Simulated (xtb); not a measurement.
C₆H₆, triplet, from a rough starting geometry (a higher spin typed on purpose: for a closed-shell molecule this is an excited state); GFN2-xTB run with xtb 6.7.1.

Here is a job for xtb.
```
$ xtb mol.xyz --gfn 2 --uhf 2 --opt vtight --json

# file mol.xyz
12

C     -0.77673715     1.17265213     0.04210600
C     -1.40980906    -0.12433363    -0.09606556
C     -0.55501117    -1.25715670    -0.05397816
C      0.80576135    -1.11667601    -0.07859713
C      1.36772132     0.08034723     0.02686483
C      0.59645290     1.28975544     0.08675004
H     -1.36160398     2.03607829     0.03455764
H     -2.45442539    -0.24183185    -0.12857117
H     -0.97636155    -2.18826084    -0.17718006
H      1.43064828    -2.08425915    -0.11231278
H      2.44626825     0.17268669     0.05884596
H      1.10174303     2.22340079     0.17957184
```

What the program printed (banner, timings and long lists left out):

```
   ID    Z sym.   atoms
    1    6 C      1-6
    2    1 H      7-12

           -------------------------------------------------
          |                Calculation Setup                |
           -------------------------------------------------

           -------------------------------------------------
          |                 G F N 2 - x T B                 |
           -------------------------------------------------

          ...................................................
          :                      SETUP                      :
          :.................................................:
          :  # basis functions                  30          :
          :  # atomic orbitals                  30          :
          :  # shells                           18          :
          :  # electrons                        30          :
          :  max. iterations                   250          :
          :  Hamiltonian                  GFN2-xTB          :
          :  restarted?                      false          :
          :  GBSA solvation                  false          :
          :  PC potential                    false          :
          :  electronic temp.          300.0000000     K    :
          :  accuracy                    1.0000000          :
          :  -> integral cutoff          0.2500000E+02      :
          :  -> integral neglect         0.1000000E-07      :
          :  -> SCF convergence          0.1000000E-05 Eh   :
          :  -> wf. convergence          0.1000000E-03 e    :
          :  Broyden damping             0.4000000          :
          :  net charge                          0          :
          :  unpaired electrons                  2          :
          ...................................................

 iter      E             dE          RMSdq      gap      omega  full diag
   1    -16.0037947 -0.160038E+02  0.471E+00    0.42       0.0  T
   2    -16.0175334 -0.137387E-01  0.285E+00    0.36       1.0  T
   3    -15.9838790  0.336544E-01  0.208E+00    0.49       1.0  T
   4    -16.0038572 -0.199782E-01  0.141E+00    0.37       1.0  T
   5    -16.0096833 -0.582607E-02  0.909E-01    0.30       1.0  T
   6    -16.0192863 -0.960308E-02  0.122E-01    0.36       1.0  T
   7    -16.0193407 -0.543475E-04  0.813E-02    0.37       1.0  T
   8    -16.0193426 -0.189339E-05  0.622E-02    0.37       1.0  T
   9    -16.0193488 -0.623048E-05  0.136E-02    0.38       2.1  T
  10    -16.0193501 -0.130848E-05  0.309E-03    0.38       9.4  T
  11    -16.0193501 -0.202826E-07  0.447E-04    0.37      64.5  T
  12    -16.0193501 -0.377668E-09  0.170E-04    0.37     169.4  T

   *** convergence criteria satisfied after 12 iterations ***

 transition dipole moment (au) for excitation:          15          16
     X       Y       Z
   1.0680  -0.8594   0.0555  total (au/Debye):    1.372   3.487
 dE (eV)             :    4.513
 oscillator strength :  0.29429E+00

         :::::::::::::::::::::::::::::::::::::::::::::::::::::
         ::                     SUMMARY                     ::
         :::::::::::::::::::::::::::::::::::::::::::::::::::::
         :: total energy             -15.697555208990 Eh    ::
         :: gradient norm              0.174061255780 Eh/a0 ::
         :: HOMO-LUMO gap              0.374702591849 eV    ::
         ::.................................................::
         :: SCC energy               -16.019343198504 Eh    ::
         :: -> isotropic ES            0.000936128643 Eh    ::
         :: -> anisotropic ES          0.002503622407 Eh    ::
         :: -> anisotropic XC          0.011924343759 Eh    ::
         :: -> dispersion             -0.007994194738 Eh    ::
         :: repulsion energy           0.321787989514 Eh    ::
         :: add. restraining           0.000000000000 Eh    ::
         :: total charge              -0.000000000000 e     ::
         :::::::::::::::::::::::::::::::::::::::::::::::::::::

      -----------------------------------------------------------
     |                   =====================                   |
     |                        A N C O P T                        |
     |                   =====================                   |
     |               Approximate Normal Coordinate               |
     |                Rational Function Optimizer                |
      -----------------------------------------------------------
      -----------------------------------------------------------
     |                   =====================                   |
     |                        A N C O P T                        |
     |                   =====================                   |
     |               Approximate Normal Coordinate               |
     |                Rational Function Optimizer                |
      -----------------------------------------------------------

          ...................................................
          :                      SETUP                      :
          :.................................................:
          :   optimization level         verytight          :
          :   max. optcycles                   240          :
          :   ANC micro-cycles                  20          :
          :   degrees of freedom                30          :
          :.................................................:
          :   RF solver                   davidson          :
          :   write xtbopt.log                true          :
          :   linear?                        false          :
          :   energy convergence         0.1000000E-06 Eh   :
          :   grad. convergence          0.2000000E-03 Eh/α :
          :   maxmium RF displ.          1.0000000          :
          :   Hlow (freq-cutoff)         0.1000000E-01      :
          :   Hmax (freq-cutoff)         5.0000000          :
          :   S6 in model hess.         20.0000000          :
[...]
 * total energy  :   -15.7231205 Eh     change       -0.3310120E-03 Eh
 * total energy  :   -15.7232531 Eh     change       -0.1325808E-03 Eh
 * total energy  :   -15.7233832 Eh     change       -0.1301499E-03 Eh
 * total energy  :   -15.7234309 Eh     change       -0.4770017E-04 Eh
 * total energy  :   -15.7234474 Eh     change       -0.1649675E-04 Eh
 * total energy  :   -15.7234715 Eh     change       -0.2406717E-04 Eh
 * total energy  :   -15.7234835 Eh     change       -0.1201772E-04 Eh
 * total energy  :   -15.7234965 Eh     change       -0.1301657E-04 Eh
 * total energy  :   -15.7235005 Eh     change       -0.3972051E-05 Eh
 * total energy  :   -15.7235011 Eh     change       -0.5815275E-06 Eh
 * total energy  :   -15.7235013 Eh     change       -0.2717195E-06 Eh
 * total energy  :   -15.7235014 Eh     change       -0.3579344E-07 Eh
   *** GEOMETRY OPTIMIZATION CONVERGED AFTER 46 ITERATIONS ***
         :: total energy             -15.723501375683 Eh    ::
[...]
         :: -> anisotropic XC          0.012667463637 Eh    ::
         :: -> dispersion             -0.007983496962 Eh    ::
         :: repulsion energy           0.288152162677 Eh    ::
         :: add. restraining           0.000000000000 Eh    ::
         :: total charge              -0.000000000000 e     ::
         :::::::::::::::::::::::::::::::::::::::::::::::::::::

           -------------------------------------------------
          |                Property Printout                |
           -------------------------------------------------

    * Orbital Energies and Occupations

         #    Occupation            Energy/Eh            Energy/eV
      -------------------------------------------------------------
         1        2.0000           -0.6370160             -17.3341
       ...           ...                  ...                  ...
         4        2.0000           -0.5673483             -15.4383
         5        2.0000           -0.5638291             -15.3426
         6        2.0000           -0.5255543             -14.3011
         7        2.0000           -0.5046698             -13.7328
         8        2.0000           -0.4860934             -13.2273
         9        2.0000           -0.4814192             -13.1001
        10        2.0000           -0.4756485             -12.9431
        11        2.0000           -0.4552914             -12.3891
        12        2.0000           -0.4353644             -11.8469
        13        2.0000           -0.4246187             -11.5545
        14        2.0000           -0.4017809             -10.9330
        15        1.0000           -0.3580033              -9.7418
        16        1.0000           -0.2668970              -7.2626 (HOMO)
        17                         -0.2155679              -5.8659 (LUMO)
        18                         -0.1298177              -3.5325
        19                          0.1075967               2.9279
        20                          0.1364034               3.7117
        21                          0.1561038               4.2478
        22                          0.1577271               4.2920
        23                          0.1862356               5.0677
        24                          0.2150873               5.8528
        25                          0.3112922               8.4707
        26                          0.3325844               9.0501
        27                          0.4205555              11.4439
       ...                                ...                  ...
        30                          0.6210020              16.8983
      -------------------------------------------------------------
                  HL-Gap            0.0513291 Eh            1.3967 eV
             Fermi-level           -0.3105623 Eh           -8.4508 eV

     #   Z          covCN         q      C6AA      α(0)
     1   6 C        2.904    -0.028    28.702     8.784
     2   6 C        2.907    -0.028    28.702     8.785
     3   6 C        2.915    -0.045    29.126     8.850
     4   6 C        2.907    -0.028    28.702     8.785
     5   6 C        2.904    -0.028    28.702     8.784
     6   6 C        2.910    -0.058    29.450     8.899
     7   1 H        0.926     0.038     2.478     2.462
     8   1 H        0.925     0.032     2.557     2.501
     9   1 H        0.926     0.031     2.568     2.506
    10   1 H        0.925     0.032     2.557     2.501
    11   1 H        0.926     0.038     2.478     2.462
    12   1 H        0.924     0.045     2.384     2.414

 Mol. C6AA /au·bohr⁶  :       1741.930020
 Mol. C8AA /au·bohr⁸  :      42610.476409
 Mol. α(0) /au        :         67.731510

Wiberg/Mayer (AO) data.
largest (>0.10) Wiberg bond orders for each atom

 ---------------------------------------------------------------------------
     #   Z sym  total        # sym  WBO       # sym  WBO       # sym  WBO
 ---------------------------------------------------------------------------
     1   6 C    3.932 --     2 C    1.639     6 C    1.083     7 H    0.960
                             3 C    0.112
     2   6 C    3.985 --     1 C    1.639     3 C    1.246     8 H    0.962
     3   6 C    3.784 --     4 C    1.246     2 C    1.246     9 H    0.969
                             5 C    0.112     1 C    0.112
     4   6 C    3.985 --     5 C    1.639     3 C    1.246    10 H    0.962
     5   6 C    3.932 --     4 C    1.639     6 C    1.083    11 H    0.960
                             3 C    0.112
     6   6 C    3.322 --     1 C    1.083     5 C    1.083    12 H    0.915
     7   1 H    0.998 --     1 C    0.960
     8   1 H    0.999 --     2 C    0.962
     9   1 H    0.999 --     3 C    0.969
    10   1 H    0.999 --     4 C    0.962
    11   1 H    0.998 --     5 C    0.960
    12   1 H    0.995 --     6 C    0.915
 ---------------------------------------------------------------------------

Topologies differ in total number of bonds
Writing topology from bond orders to xtbtopo.mol

molecular dipole:
                 x           y           z       tot (Debye)
 q only:        0.007       0.014      -0.022
   full:       -0.017      -0.036      -0.099       0.272
molecular quadrupole (traceless):
                xx          xy          yy          xz          yz          zz
 q only:        0.881      -0.271       0.434      -0.053      -0.132      -1.316
  q+dip:        2.498      -0.341       1.941      -0.106      -0.284      -4.440
   full:        1.535      -0.376       0.916      -0.302      -0.668      -2.451

optimized geometry written to: xtbopt.xyz

           -------------------------------------------------
          | TOTAL ENERGY              -15.723501375683 Eh   |
          | GRADIENT NORM               0.000051816503 Eh/α |
          | HOMO-LUMO GAP               1.396737059712 eV   |
           -------------------------------------------------

normal termination of xtb
```
